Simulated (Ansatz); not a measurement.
C2Br2ClF3 (`FC(F)(Br)C(F)(Cl)Br`). Charge 0, multiplicity 1. The structure was optimised at the PBE0-D4/def2-TZVP level. It is one conformer, not always the lowest.

```xyz
8

F     0.942    1.062   -1.024
C    -0.176    0.610   -0.473
F    -0.765    1.616    0.170
Br   -1.375   -0.022   -1.852
C     0.153   -0.511    0.557
F    -0.995   -0.954    1.075
Cl    1.137    0.175    1.841
Br    1.080   -1.974   -0.293
```

What is the dipole moment at ωB97M-V/def2-TZVPP? (An estimate is asked.)

Ansatz gave: 0.55 D, with components (0.26, -0.45, -0.18) D in this frame, pointing from negative to positive charge.

And with PBE, r2SCAN, B3LYP? (An estimate is asked.)

The calculation gave: PBE 0.39 D, r2SCAN 0.39 D, B3LYP 0.54 D.

Give the Mulliken charges with ωB97M-V, PBE, r2SCAN in def2-TZVPP. (Estimate.)

Computed: 
| atom | ωB97M-V | PBE | r2SCAN |
| --- | --- | --- | --- |
| F1 | -0.13 | -0.09 | -0.14 |
| C2 | 0.26 | 0.24 | 0.32 |
| F3 | -0.13 | -0.09 | -0.13 |
| Br4 | -0.01 | -0.05 | -0.06 |
| C5 | 0.12 | 0.17 | 0.24 |
| F6 | -0.12 | -0.09 | -0.13 |
| Cl7 | 0.00 | -0.04 | -0.06 |
| Br8 | 0.01 | -0.03 | -0.04 |

B3LYP here is the variant with VWN-RPA as its local correlation; programs differ in this.
